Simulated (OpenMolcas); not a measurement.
Ni2+: moving the ligands

Ni2+ with 4 ligands (chloride) in tetrahedral coordination (Td) at 2.31 Å. A charge of +0.5 e stands 3.2 Å behind each ligand. Ligand basis ANO-RCC-VDZP.
```
Ni    0.0000    0.0000    0.0000
Cl    1.3337    1.3337    1.3337
Cl    1.3337   -1.3337   -1.3337
Cl   -1.3337    1.3337   -1.3337
Cl   -1.3337   -1.3337    1.3337
```

* Program: OpenMolcas 26.06
* Method: CASSCF
* Basis: ANO-RCC-VDZP [5s4p2d1f]
* Scalar Hamiltonian: DKH2, point nucleus
* Active space: 8 electrons in 5 orbitals (3d)
* State averaging: 2S+1 = 3 even, 10 roots; 2S+1 = 1 even, 15 roots
* Spin-orbit coupling: RASSI with atomic mean-field integrals over the reference wave functions

Runs around this geometry, states (labels of Td). Energies in cm-1 above the lowest state or level, χT in cm3 K/mol; under a threefold ground state the first gap can be a small split of the lowest multiplet, not the spin-orbit step; 10Dq and B are least-squares fits to the states below 45000 cm-1, weighted by degeneracy, with a free offset, and given where the rms deviation is under 5 % of |10Dq| (or 100 cm-1) and under 700 cm-1; 10Dq is negative for this site.

```json
{"R (Å)": "2.16", "Ground state": "3T1", "First state of that spin": "3T2 2475", "10Dq": "-3025", "B (rms of fit)": "1215 (94)", "First gap with spin-orbit (degeneracies)": "345.3 (1, 3)", "χT at 300 K": "2.474", "First state of another spin": "1T2 16034"}
{"R (Å)": "2.31", "Ground state": "3T1", "First state of that spin": "3T2 1698", "10Dq": "-2061", "B (rms of fit)": "1241 (49)", "First gap with spin-orbit (degeneracies)": "307.3 (1, 3)", "χT at 300 K": "2.769", "First state of another spin": "1T2 16084"}
{"R (Å)": "2.4", "Ground state": "3T1", "First state of that spin": "3T2 1361", "10Dq": "-1654", "B (rms of fit)": "1250 (39)", "First gap with spin-orbit (degeneracies)": "279.6 (1, 3)", "χT at 300 K": "2.943", "First state of another spin": "1T2 16073"}
```

Taking |10Dq| as R^-n, n = -ln(1654 / 3025) / ln(2.4 / 2.16) = 5.7 between the shortest and longest distance. The point-charge formula for a cubic d site gives n = 5.

An orbital triplet at a regular site is open to Jahn-Teller coupling, which can distort the site and quench the lowest spin-orbit gaps and is left out. Without dynamic correlation the repulsion within the d shell is too large (B by tens of per cent), so at a given field states of lower spin stand too high. Ligand-to-metal charge-transfer states are missing. With no ligand orbital active B as a rule stays too high, so bands that hang on it stand too high and its fall with covalency is understated. With metal d orbitals alone and no dynamic correlation the field as a rule comes out too small, by tens of per cent, by up to half for chloride and softer ligands, and with too little covalency χT stands high. No measured value stands beside these numbers; the geometry was imposed, not optimised, and the real ion may take another.
